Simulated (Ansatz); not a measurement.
The pair A = H2O (SMILES O) (first 3 atoms), B = CH3F (SMILES CF); geometry from B3LYP-D3(BJ)/def2-TZVP.
(charge 0, multiplicity 1):
```xyz
8

O      0.00035     0.48345    -0.13921
H      0.20934    -0.13536     0.57280
H     -0.43860    -0.04081    -0.81579
C     -0.22193     0.59235     3.13727
F      0.23630    -0.58220     2.52229
H     -0.52768     1.28669     2.35637
H     -1.06379     0.33262     3.77809
H      0.59467     1.00732     3.72680
```

Frozen-core correlation. MP2 and its Hartree–Fock in aug-cc-pVQZ are density fitted.

Codes used: Ansatz (Gaussian basis) for Hartree–Fock, density functionals and correlated methods. Each number belongs to the level named beside it.

The counterpoise-corrected interaction energy is E(AB) − E(A in the pair's basis) − E(B in the pair's basis). Total energies (hartree):

```
level                          AB  A in the pair's basis  B in the pair's basis
-------------------  ------------  ---------------------  ---------------------
HF/aug-cc-pVTZ       -215.1606941            -76.0601493           -139.0967450
MP2/aug-cc-pVTZ      -215.8770226            -76.3292424           -139.5418783
HF/aug-cc-pVQZ       -215.1753757            -76.0654636           -139.1060710
MP2/aug-cc-pVQZ      -215.9391935            -76.3518686           -139.5811746
MP2/aug-cc-pVDZ      -215.6845388            -76.2614226           -139.4176746
CCSD(T)/aug-cc-pVDZ  -215.7274374            -76.2744598           -139.4474961
```

### Question
Work out the counterpoise-corrected interaction energy at the basis-set limit: extrapolate the MP2 correlation part as X⁻³, take Hartree–Fock from the larger set, and add the CCSD(T) − MP2 difference of aug-cc-pVDZ.

### Answer

1. Differences (1 hartree = 627.509 kcal/mol): HF/aug-cc-pVTZ -2.384; MP2/aug-cc-pVTZ -3.704; HF/aug-cc-pVQZ -2.410; MP2/aug-cc-pVQZ -3.859; MP2/aug-cc-pVDZ -3.415; CCSD(T)/aug-cc-pVDZ -3.440.
2. Correlation parts, MP2 less HF: -1.319 in aug-cc-pVTZ (X = 3), -1.449 in aug-cc-pVQZ (X = 4).
3. Limit (4³·(-1.449) − 3³·(-1.319))/(4³ − 3³) = -1.544; with HF/aug-cc-pVQZ it gives -3.954.
4. CCSD(T) less MP2 in aug-cc-pVDZ: -0.025.
Result: -3.98 kcal/mol, against -3.70 at MP2/aug-cc-pVTZ. It is an estimate of this method's limit, not of the exact value.

Ansatz is a program for electronic structure.
